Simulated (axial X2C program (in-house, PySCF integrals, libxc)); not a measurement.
## Potential curves of TcO, spin-free

All values were computed with an in-house all-electron X2C program for linear molecules (integrals from PySCF). Spin-free means the one-electron spin-free X2C Hamiltonian. Basis: Tc dyall-cv3z [12s12p8d5f3g], O dyall-av3z [7s6p3d2f] (cores contracted in-house); Gaussian nuclei, density fitting, unrestricted open shells. Masses: Tc 98.907 u, O 15.995 u.

State: M_S = 5/2, Λ = 0 (beyond evenly filled blocks: σα, π+α, π-α, δ+α, δ-α). Energies in eV from the fragments at the same level (Tc + O). Fits are polynomials in 1 − R0/R over 0.85 to 1.23 times the lowest point R0.

```json
{"R (Å)": "1.4912", "PBE0": "-3.8415"}
{"R (Å)": "1.5597", "PBE0": "-4.7648"}
{"R (Å)": "1.6112", "PBE0": "-5.1663"}
{"R (Å)": "1.6626", "PBE0": "-5.3748"}
{"R (Å)": "1.7140", "PBE0": "-5.4338"}
{"R (Å)": "1.7740", "PBE0": "-5.3595"}
{"R (Å)": "1.8340", "PBE0": "-5.1728"}
{"R (Å)": "1.9111", "PBE0": "-4.8223"}
{"R (Å)": "2.0054", "PBE0": "-4.2961"}
{"R (Å)": "2.1425", "PBE0": "-3.4756"}
```

The state is a single determinant with fixed occupations, the lowest that a limited PBE0 search found. Dissociation energies refer to the lowest single-determinant-based atoms at the same level and basis. PBE0 can misorder states that lie within some tenths of an eV, so this need not be the ground state of the molecule. The nearest other spin-free determinant of the search, M_S = 3/2, Λ = 1, lies 0.96 eV up at the distance of the search.

Task: What are Re, ωe and De at the PBE0 level?

Result: At PBE0, spin-free: Re = 1.712 Å, ωe ≈ 928 cm⁻¹, De = 5.43 eV to Tc + O; Be follows as 0.418 cm⁻¹.
